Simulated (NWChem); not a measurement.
System: CH2Cl2O2Si; SMILES [Si]1(Cl)(OCO1)Cl

```xyz
8

Cl     0.0000     1.6439    -1.1637
Si     0.0000     0.0000     0.0250
Cl     0.0000    -1.6439    -1.1637
O     -1.1033     0.0000     1.2805
C      0.0000     0.0000     2.1846
O      1.1033     0.0000     1.2805
H      0.0000     0.9083     2.8107
H      0.0000    -0.9083     2.8107
```
Atoms are numbered in this order, from 1.

Structure relaxed at the PBE0/def2-SVP level.

Symmetry labels are those of C2v in the frame above (b1 and b2, or b-type labels, depend on it).

### Question
List the 6 lowest vertical singlet excitations from LDA (Slater exchange, VWN5)/def2-SVP, full TDDFT (NWChem).

### Answer
```json
[
 {"state": "S1", "energy (eV)": "6.19", "oscillator strength": "0.007", "symmetry": "b2", "leading excitation (squared amplitude)": "HOMO → LUMO (0.98)"},
 {"state": "S2", "energy (eV)": "6.33", "oscillator strength": "0.000", "symmetry": "a2", "leading excitation (squared amplitude)": "HOMO → LUMO+1 (0.99)"},
 {"state": "S3", "energy (eV)": "6.81", "oscillator strength": "0.000", "symmetry": "a2", "leading excitation (squared amplitude)": "HOMO−1 → LUMO (0.99)"},
 {"state": "S4", "energy (eV)": "7.06", "oscillator strength": "0.012", "symmetry": "b2", "leading excitation (squared amplitude)": "HOMO−1 → LUMO+1 (0.93)"},
 {"state": "S5", "energy (eV)": "7.11", "oscillator strength": "0.003", "symmetry": "b1", "leading excitation (squared amplitude)": "HOMO−2 → LUMO (0.99)"},
 {"state": "S6", "energy (eV)": "7.30", "oscillator strength": "0.002", "symmetry": "a1", "leading excitation (squared amplitude)": "HOMO−2 → LUMO+1 (0.99)"}
]
```
